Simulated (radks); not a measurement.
Sc14+, configuration [He] 2s2 2p3. All-electron calculation, non-relativistic Kohn-Sham, PBE, spin-polarised, spherical densities, point nucleus; open shells are filled with parallel spins first. Program: a radial shooting solver on a logarithmic mesh with Libxc functionals.

Unscreened Slater integrals over Kohn-Sham orbitals (cm^-1). They are taken over the spin-up orbitals. Empty in this configuration: 3s.

integral     value
F0(2p,2p)   714220
F2(2p,2p)   340470
F0(2p,2s)   653940
G1(2p,2s)   373960
F0(2p,1s)   971320
G1(2p,1s)   171010
F0(2p,3s)   327540
G1(2p,3s)    34060
F0(2s,2s)   615540
F0(2s,1s)   862180
G0(2s,1s)    81859
F0(2s,3s)   320320
G0(2s,3s)    26879
F0(1s,1s)  2808900
F0(1s,3s)   373040
G0(1s,3s)    18298
F0(3s,3s)   250380

Derived for the open shells (J is the average intra-shell exchange parameter used in DFT+U). 2p: J = F2/5 = 68090 cm^-1.
